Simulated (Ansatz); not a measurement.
Start from `FB(Cl)Cl` and change one element to get `[F][Al]([Cl])[Cl]`.

Ansatz, PBE0-D4/def2-TZVP geometries, multiplicity 1. 

```tsv
property	`FB(Cl)Cl`
size of the dipole moment (B3LYP/def2-TZVPP) / D	0.31
LUMO energy (PBE/def2-TZVPP) / eV	-2.01
LUMO energy (B3LYP/def2-TZVPP) / eV	-1.23
LUMO energy (ωB97M-V/def2-TZVPP) / eV	1.18
HOMO energy (PBE/def2-TZVPP) / eV	-7.95
HOMO–LUMO gap (ωB97M-V/def2-TZVPP) / eV	12.87
```

(1) What does the change do to each property? (Estimate.)

Answers

(1) Computed: 
```csv
property,`[F][Al]([Cl])[Cl]`,shift
size of the dipole moment (B3LYP/def2-TZVPP) / D,0.47,0.16
LUMO energy (PBE/def2-TZVPP) / eV,-2.17,-0.16
LUMO energy (B3LYP/def2-TZVPP) / eV,-1.61,-0.38
LUMO energy (ωB97M-V/def2-TZVPP) / eV,0.41,-0.77
HOMO energy (PBE/def2-TZVPP) / eV,-8.18,-0.23
HOMO–LUMO gap (ωB97M-V/def2-TZVPP) / eV,12.30,-0.57
```

With PBE0 the HOMO falls by 0.20 eV and the LUMO falls by 0.29 eV, so the gap narrows by about 0.09 eV. PBE moves the HOMO by -0.23 eV and ωB97M-V by -0.20 eV. Dipoles are sizes alone; their direction can turn.

B3LYP here is the variant with VWN-RPA as its local correlation; programs differ in this.
